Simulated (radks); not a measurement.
Zr III, configuration [Kr] 4d2.

Method: Dirac Kohn-Sham, PBE, spin-unpolarised, spherical densities, point nucleus; open shells fill j = l - 1/2 first; computed with a radial shooting solver on a logarithmic mesh with Libxc functionals.

Energy parts (eV):
| part | energy |
|---|---|
| total | -97912.690 |
| kinetic | 101186.893 |
| electron-nucleus | -235749.352 |
| Hartree | 39745.400 |
| exchange-correlation | -3095.631 |

Orbitals (lengths in bohr, moments of r in powers of bohr; <r^-3> diverges for s and p1/2; r(90%) holds 90 % of the orbital's charge):
orbital  occ.  eigenvalue (eV)  <r^-3>  r(90%)   <1/r>
1s1/2       2        -17831.89       -  0.0664   41.26
2s1/2       2        -2482.778       -   0.251   9.341
2p1/2       2        -2273.907       -   0.227   9.315
2p3/2       4        -2188.046    2035   0.233   8.912
3s1/2       2        -419.0278       -   0.679   3.161
3p1/2       2        -341.2752       -   0.690   3.055
3p3/2       4        -327.6060   327.8   0.705   2.959
3d3/2       4        -190.5611   46.45   0.725   2.755
3d5/2       6        -188.0642   44.48   0.730   2.730
4s1/2       2         -68.9001       -    1.77   1.119
4p1/2       2         -48.0622       -    2.00  0.9977
4p3/2       4         -46.2836   42.77    2.04  0.9715
4d3/2       2         -17.3536   2.978    3.16  0.6598
4d5/2       0         -17.1986   2.841    3.19  0.6543

The highest occupied level is 4d3/2 at -17.354 eV. Summed over all electrons, <r^2> = 30.34 bohr^2, which gives a Langevin (diamagnetic) susceptibility term of -24 x 10^-6 cm^3/mol. For comparison, the ionisation energy in NIST's Atomic Spectra Database is 23.170 eV (semi-empirical). In exact Kohn-Sham theory the highest level is minus the ionisation energy, but local and semilocal functionals leave it too shallow, through self-interaction and a potential that decays too fast; potentials with the right tail come closer.

Run on one thread of a shared host, so times are rough (Arm Neoverse V2): 0.11 s of CPU time, 0.11 s wall, 14 iterations on 2486 mesh points.

Beside tabulated values, note that spin-unpolarised runs miss the spin-polarisation part of the exchange energy of open shells.
